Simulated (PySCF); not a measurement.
Several compounds and their computed core spectra got separated.

The calculation used PySCF 2.14.0, delta-SCF UKS SCAN, pcX-2 on the ionised atom, pcseg-1 elsewhere, spin-free X2C. Geometries: PBE0-D3(BJ)/def2-SVP; isolated species, one conformer each.

Line lists (1s up to Mg, 2p3/2 beyond, nothing for Se; areas count atoms within a level, one atom standing for each set equivalent by bonding):
1. C 1s: 290.05 (area 1), 290.20 (area 2), 290.31 (area 2), 290.85 (area 1) eV
2. Si 2p3/2: 106.10 eV
3. C 1s: 293.17 (area 1), 294.64 (area 1) eV; N 1s: 405.55 (area 1), 406.17 (area 1), 408.10 (area 1) eV; F 1s: 693.93 eV

Structures:
A. `Fc1nc[nH]n1`
B. `[SeH]c1ccccc1`
C. `[SiH2]1[SiH2][SiH2][SiH2]1`

Match each list to its structure.

- 1 = B: no other candidate has this set of levels. C 1s: 290.05 aromatic CH carbon, 290.20 aromatic CH carbon (×2), 290.31 aromatic CH carbon (×2), 290.85 substituted aromatic carbon.
- 2 = C: no other candidate has this set of levels. Si 2p3/2: 106.10 SiH2 silicon (×4).
- 3 = A: no other candidate has this set of levels. C 1s: 293.17 aromatic CH next to a ring nitrogen, 294.64 aromatic C–F carbon; N 1s: 405.55 pyridine-type nitrogen, 406.17 pyridine-type nitrogen, 408.10 pyrrole-type nitrogen; F 1s: 693.93 aryl fluorine.

For 2p shells one spin-free hole was relaxed; a mean-field spin–orbit operator and the ground-state splitting of the three 2p orbitals were then diagonalised within the shell. The shell's mean is (2 × 2p3/2 + 2p1/2)/3, and the degeneracies 2j + 1 give areas of 2:1. 1 of these hole states is spin-contaminated (⟨S²⟩ 0.87, against 0.75; counted from 0.85) and less certain.
